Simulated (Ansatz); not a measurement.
`C[N](C)[Mo](=[O])(=[O])[F]`, relaxed with RKS PBE0-D4/def2-TZVP in the Gaussian-basis code of Ansatz from a PBE-D4/def2-SVP geometry. The force threshold is 0.005 eV/Å; the program also tests the step.

The species carries charge 0 and has multiplicity 1. Mo takes the def2 core potential.

Start:

```xyz
13

C    -0.682    1.316   -0.394
N    -0.080    0.076    0.076
C    -0.112   -0.098    1.522
Mo    0.798   -1.174   -1.099
O     2.062   -1.900   -0.217
O     1.382   -0.293   -2.436
F    -0.455   -2.460   -1.643
H    -1.766    1.345   -0.141
H    -0.579    1.416   -1.492
H    -0.194    2.194    0.087
H    -1.163   -0.147    1.886
H     0.388    0.757    2.031
H     0.402   -1.032    1.820
```

Q: By how much does the energy fall, and how many steps does the optimiser take? (Best estimate.)

A: The calculation gave: 1.80 kcal/mol, in 3 steps.

Q: Which bonds change most? (Estimate.)

A: Ansatz gave: Mo4–O6 from 1.704 to 1.680 Å; Mo4–O5 from 1.704 to 1.681 Å; N2–Mo4 from 1.927 to 1.905 Å; C1–H10 from 1.114 to 1.096 Å.

Q: Give the relaxed structure. (Best estimate.)

A: Ansatz gave: 
```xyz
13

C    -0.678    1.306   -0.388
N    -0.079    0.070    0.073
C    -0.112   -0.093    1.512
Mo    0.791   -1.163   -1.089
O     2.037   -1.890   -0.226
O     1.373   -0.300   -2.409
F    -0.449   -2.438   -1.638
H    -1.745    1.327   -0.139
H    -0.572    1.411   -1.467
H    -0.196    2.164    0.095
H    -1.148   -0.147    1.864
H     0.374    0.759    2.002
H     0.404   -1.005    1.812
```
